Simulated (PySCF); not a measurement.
# Frontier orbitals and the lowest excitations

AlF3.
Structure used (PBE0-D3(BJ)/def2-SVP), in Å, numbered top down from 1:
```
atom  x, y, z in Å
Al1    0.0005   -0.0001    0.0002
F2     1.6434   -0.0122    0.0067
F3    -0.8111    1.4283   -0.0095
F4    -0.8328   -1.4160    0.0026
```

Method used: TDDFT wB97X-D/def2-SVPD, vertical, gas phase, core orbitals frozen in the response (PySCF).

Frontier orbitals with the atoms that hold most of them (Löwdin shares over 4%, at most four atoms; ? is withheld):

```csv
orbital,ε (eV),atoms
HOMO-3,-14.58,"F2 50%, F3 27%, F4 15%, Al1 8%"
HOMO-2,-14.38,"F2 60%, F4 27%, F3 7%, Al1 6%"
HOMO-1,-14.38,"F3 56%, F4 36%, Al1 6%"
HOMO,-13.90,?
LUMO,?,?
LUMO+1,1.65,"Al1 56%, F2 14%, F4 14%, F3 14%"
LUMO+2,2.55,"Al1 71%, F2 10%, F4 10%, F3 10%"
```

Task: Which atoms hold the HOMO, and with what shares?

Result: F3 (bonded to Al) 34%; F4 (bonded to Al) 33%; F2 (bonded to Al) 33%.

Task: Give the leading atoms of the LUMO.

Result: Al1 (bonded to 3 F) 76%; F2 (bonded to Al) 8%; F4 (bonded to Al) 8%; F3 (bonded to Al) 8%. By element: aluminium 76%, fluorine 24%.

Task: What is the LUMO energy, and the HOMO–LUMO gap?

Result: ε(LUMO) = -0.02 eV; the gap is 13.88 eV (0.5101 hartree).

Within 0.005 eV of a neighbour in this list lie HOMO-2/HOMO-1 (point group found: D3h); within a degenerate set the shares of single atoms can hang on how the components are chosen.

Task: The HOMO–LUMO gap is 13.88 eV. Where does the response calculation put the lowest singlet, and from which orbitals?

Result: S1 is at 8.80 eV (f = 0.0000), 5.08 eV below the gap, made of HOMO→LUMO (93%). Without the coupling terms of the response equations the lowest excitation would equal the gap.

Task: Give energy, strength and leading configuration of S1 and S7, and follow the Löwdin shares of the leading atoms from the occupied to the empty orbital.

Result: 
- S1 (8.80 eV, f 0.0000), HOMO→LUMO (93%): F3 34% → 8%, F4 33% → 8%, Al1 at most 1% → 76%, F2 33% → 8%
- S7 (10.27 eV, f 0.0000), HOMO→LUMO+1 (98%): F3 34% → 14%, F4 33% → 14%, Al1 at most 1% → 56%, F2 33% → 14%

Orbitals of the list HOMO-3 to LUMO+2 that lie within 0.01 eV of each other are written together with a slash and their weights summed (≥ marks a lower bound); for degenerate orbitals outside that list single weights are arbitrary.

Hardware: one thread of an x86-64 server (shared host). Cost: 4.4 s of wall time.
